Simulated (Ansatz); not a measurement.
`N#C[SiH2]N[SiH3]` and `[SiH3]N[SiH2]S` differ in one atom or group.

Ansatz, PBE0-D4/def2-TZVP geometries, multiplicity 1. Each molecule was computed in one conformer, which needn't be the lowest.

| property | `N#C[SiH2]N[SiH3]` |
| --- | --- |
| HOMO energy (B3LYP/def2-TZVPP) / eV | -8.06 |
| HOMO–LUMO gap (PBE0/def2-TZVPP) / eV | 7.34 |
| HOMO–LUMO gap (ωB97M-V/def2-TZVPP) / eV | 11.47 |
| LUMO energy (B3LYP/def2-TZVPP) / eV | -1.15 |
| LUMO energy (ωB97M-V/def2-TZVPP) / eV | 0.87 |
| size of the dipole moment (B3LYP/def2-TZVPP) / D | 3.84 |

Q: Give the same properties after the change, and the shifts. (Best estimate.)

A: Ansatz gave: 
| property | `[SiH3]N[SiH2]S` | shift |
| --- | --- | --- |
| HOMO energy (B3LYP/def2-TZVPP) / eV | -7.16 | 0.90 |
| HOMO–LUMO gap (PBE0/def2-TZVPP) / eV | 7.41 | 0.07 |
| HOMO–LUMO gap (ωB97M-V/def2-TZVPP) / eV | 11.22 | -0.25 |
| LUMO energy (B3LYP/def2-TZVPP) / eV | -0.21 | 0.94 |
| LUMO energy (ωB97M-V/def2-TZVPP) / eV | 1.60 | 0.73 |
| size of the dipole moment (B3LYP/def2-TZVPP) / D | 1.16 | -2.68 |

With PBE0 the HOMO rises by 0.88 eV and the LUMO rises by 0.94 eV, so the gap widens by about 0.06 eV. PBE moves the HOMO by 0.75 eV and ωB97M-V by 0.98 eV. Dipoles are sizes alone; their direction can turn.

B3LYP here is the variant with VWN-RPA as its local correlation; programs differ in this.
